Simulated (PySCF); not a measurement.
PySCF 2.14 output of a UHF calculation on a single atom or ion in jorge-DZP-DKH (8s6p2d1f, 43 functions), with scalar relativity by spin-free X2C-1e:

```
SCF conv_tol = 1e-09
number electrons alpha = 16  beta = 15
cycle= 1 E= -2425.71992639307  delta_E= -0.0014  |g|= 0.0127  |ddm|= 0.0433
cycle= 2 E= -2425.71998310162  delta_E= -5.67e-05  |g|= 0.00272  |ddm|= 0.0092
cycle= 3 E= -2425.71998600493  delta_E= -2.9e-06  |g|= 0.000147  |ddm|= 0.00276
cycle= 4 E= -2425.71998601777  delta_E= -1.28e-08  |g|= 5.75e-05  |ddm|= 0.000301
cycle= 5 E= -2425.71998601853  delta_E= -7.6e-10  |g|= 7.53e-06  |ddm|= 8.06e-05
converged SCF energy = -2425.71998601853  <S^2> = 0.7510662  2S+1 = 2.0010659
```

The run itself started from symmetry-adapted Hartree-Fock orbitals and held the occupation by maximum overlap, so the iterations belong to that start.

**Question.** Which element, charge and spin multiplicity is this?

**Answer.** Se³⁺ (selenium, charge +3), multiplicity 2; the state was [Ar] 3d10 4s2 4p1, 2P determinant.
